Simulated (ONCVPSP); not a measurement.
**Before and after: ONCV potential for Pt**

ONCVPSP 4.0.1 input, shortened (lines: element, Z, core and valence counts, functional; n l f; lmax; l rc ep ncon nbas qcut; lloc lpopt rc5 dvloc0; l nproj debl; icmod fcfact rcfact), PBE, fully relativistic:

```
  Pt 78.00    9    5        4      upf
    1    0    2.00
    2    0    2.00
    2    1    6.00
    3    0    2.00
    3    1    6.00
    3    2   10.00
    4    0    2.00
    4    1    6.00
    4    2   10.00
    4    3   14.00
    5    0    2.00
    5    1    6.00
    5    2    9.00
    6    0    1.00
    3
    0    1.75    0.00    3    8    7.20
    1    1.70    0.00    4    8    6.20
    2    1.65    0.00    4    8    5.20
    3    0.60    0.00    3    8   34.20
    4    5    0.55    0.00
    0    2    0.70
    1    2    2.60
    2    2    2.00
    3    2    4.00
    3    4.00    1.25
```

Open shells are filled in proportion to 2j + 1.

Change: d: nproj 3.

Cutoffs: the cutoffs (Ha) at which the residual kinetic energy of the hardest occupied pseudo-wave falls to 1 and 0.1 mHa per electron; they do not see the model core or the augmentation charge, which bear on the density cutoff. Errors are all-electron minus pseudo energies relative to the spin-unpolarised reference configuration.

Question: What does the change do?

Answer: The potential gets neither clearly harder nor softer (421 Ha and 467 Ha → 421 Ha and 467 Ha); the bound ghosts move from p, s to d, p, s; of the 3 tests that both files solve, the error grows in 1 and shrinks in 0 by more than 15 % and 0.3 meV (median size 1.9 → 1.9 meV).

| quantity | base | changed |
| --- | --- | --- |
| cutoff, loose | 421 Ha | 421 Ha |
| cutoff, tight | 467 Ha | 467 Ha |
| bound ghosts | s, p3/2, p1/2 | s, p3/2, p1/2, d3/2 |
| GHOST(+) flags under 300 eV | s at 137.5 eV, d5/2 at 270.8 eV | s at 137.5 eV |
| tests with a reliable result | 3 of 4 | 3 of 4 |
| error for 4f14 5s2 5p6 5d9 6s0, meV [ΔE 9.21 eV] | -1.9 | -1.9 |
| error for 4f14 5s2 5p6 5d8 6s0, meV [ΔE 29.19 eV] | -0.7 | +0.9 |
| error for 4f14 5s2 5p6 5d7 6s0, meV [ΔE 61.41 eV] | +3.4 | +6.6 |
| s: phases at 1.78 bohr within 0.05 rad from the reference energy up to (Ha; the scan ends near 5) | 4.2 | 4.2 |
| p3/2: phases at 1.72 bohr within 0.05 rad from the reference energy up to (Ha; the scan ends near 5) | to the end of the scan | to the end of the scan |
| p1/2: phases at 1.72 bohr within 0.05 rad from the reference energy up to (Ha; the scan ends near 5) | to the end of the scan | to the end of the scan |
| d5/2: phases at 1.67 bohr within 0.05 rad from the reference energy up to (Ha; the scan ends near 5) | to the end of the scan | to the end of the scan |
| d3/2: phases at 1.67 bohr within 0.05 rad from the reference energy up to (Ha; the scan ends near 5) | to the end of the scan | to the end of the scan |
| f7/2: phases at 0.61 bohr within 0.05 rad from the reference energy up to (Ha; the scan ends near 5) | to the end of the scan | to the end of the scan |
| f5/2: phases at 0.61 bohr within 0.05 rad from the reference energy up to (Ha; the scan ends near 5) | to the end of the scan | to the end of the scan |
| rms error of d²Exc/dni dnj with the model core, mHa | 5.05 | 5.05 |

 A true bound ghost makes a file unfit for plane-wave use even where its test errors are small: the radial tests pick states by their node count and pass the ghost by.
